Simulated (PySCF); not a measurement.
Cost of one run: shielding job, isopropyl propionate, `CCC(=O)OC(C)C`.

Method: GIAO PBE0/pcSseg-1 NMR shielding, non-relativistic, gas phase (PySCF 2.14.0, density-fitted response routines). Geometry: GFN2-xTB, NEB image 2 of 0 to 8. Work: shieldings, density fitting. A driver script takes a list of jobs; this job's settings line and coordinates (Å) are shown.

Command:
```bash
OMP_NUM_THREADS=1 python probes_run.py task.json out
```

Input:
```
{"job": {"kind": "nmr", "xc": "PBE0", "basis": "pcSseg-1", "pop": false}, "charge": 0, "multiplicity": 1}
C      3.265000     0.319300    -0.336100
C      1.908700     0.761700    -0.873200
C      0.795200     0.471700     0.110400
O      0.908100     0.476800     1.307700
O     -0.348100     0.221600    -0.531500
C     -1.508600    -0.052000     0.272900
C     -1.539600    -1.528200     0.654800
C     -2.725200     0.352000    -0.545400
H      3.262400    -0.747700    -0.125200
H      4.041600     0.529300    -1.067500
H      3.494000     0.846200     0.586500
H      1.913300     1.841500    -1.045600
H      1.672500     0.271000    -1.817800
H     -1.432900     0.559500     1.181400
H     -1.521500    -2.143800    -0.241800
H     -2.447100    -1.738900     1.213500
H     -0.680900    -1.777500     1.273900
H     -2.669900     1.406000    -0.804400
H     -3.629500     0.173800     0.029300
H     -2.762500    -0.231500    -1.461600
```

Hardware: one thread of an Arm Neoverse N1, shared host with 64 logical CPUs at a one-minute load of 60. PySCF's memory limit was set to 1200 MB.

How large is the basis?

196 functions for 64 electrons, with 1012 fitting functions; the fitted three-index integrals, 1012 × 196 × 197/2 numbers of 8 bytes, come to 150 MiB.

What wall time should be expected on this hardware?

About 54 s. The SCF took 14 cycles.

How much memory does it need at the peak?

About 0.91 GiB. Peak memory is the resident size of the whole Python process, interpreter and libraries included.

At this speed, how long would 1000 such jobs take on 16 cores, one job a core?

1000/16 gives 63 rounds of 54 s, about 57 min of wall time and 15 core-hours, if the jobs don't slow each other.

The SCF part of the output:
```
coarse grid: 16128 points
cycle   1  E = -385.6127441869  dE =  9.897e-01  |g| = 9.213e-01  |ddm| = 3.740e+00
cycle   2  E = -385.3225092705  dE =  2.902e-01  |g| = 1.565e+00  |ddm| = 1.667e+00
cycle   3  E = -385.7626484394  dE = -4.401e-01  |g| = 2.838e-01  |ddm| = 1.207e+00
cycle   4  E = -385.7776620547  dE = -1.501e-02  |g| = 7.698e-02  |ddm| = 2.318e-01
cycle   5  E = -385.7785002220  dE = -8.382e-04  |g| = 2.871e-02  |ddm| = 5.414e-02
cycle   6  E = -385.7786697799  dE = -1.696e-04  |g| = 4.540e-03  |ddm| = 2.038e-02
cycle   7  E = -385.7786738778  dE = -4.098e-06  |g| = 1.135e-03  |ddm| = 4.016e-03
final grid: 154128 points
cycle   8  E = -385.8483139741  dE = -3.382e-05  |g| = 1.484e-02  |ddm| = 2.837e-02
cycle   9  E = -385.8482640390  dE =  4.994e-05  |g| = 2.223e-02  |ddm| = 2.333e-02
cycle  10  E = -385.8483559228  dE = -9.188e-05  |g| = 2.608e-03  |ddm| = 1.454e-02
cycle  11  E = -385.8483571794  dE = -1.257e-06  |g| = 5.007e-04  |ddm| = 1.774e-03
cycle  12  E = -385.8483572179  dE = -3.847e-08  |g| = 1.902e-04  |ddm| = 4.360e-04
cycle  13  E = -385.8483572249  dE = -7.057e-09  |g| = 3.133e-05  |ddm| = 1.517e-04
cycle  14  E = -385.8483572251  dE = -1.971e-10  |g| = 9.202e-06  |ddm| = 3.447e-05
converged SCF energy = -385.8483572251
```

On the final grid dE counts from the start density on that grid.

Other jobs ran on the host; a repeat could differ by tens of per cent or more.
